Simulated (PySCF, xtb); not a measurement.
C₃H₈FNSi, SMILES N[SiH2]CC(F)=C. The values are those of a single conformer.

Harmonic wavenumbers (cm⁻¹) from GFN2-xTB in xtb 6.7.1 at its own minimum, in rising order: 43, 88, 147, 208, 245, 368, 431, 492, 510, 547, 571, 680, 701, 736, 785, 808, 837, 851, 876, 926, 944, 1099, 1206, 1231, 1381, 1452, 1514, 1724, 2185, 2267, 2998, 3036, 3132, 3171, 3470, 3512.

**Question.** What does PySCF with B3LYP-D3(BJ)/def2-SVP give at its own minimum? (An estimate is asked for; the answer gives what the named calculation found.)

**Answer.** 35, 111, 155, 197, 274, 381, 438, 458, 533, 582, 678, 725, 738, 772, 837, 858, 873, 891, 944, 946, 995, 1129, 1188, 1291, 1386, 1420, 1538, 1747, 2167, 2217, 3038, 3115, 3172, 3277, 3560, 3655. Paired by order, the mean absolute difference is 41 cm⁻¹ and the zero-point energies are 64.6 and 66.2 kcal/mol.
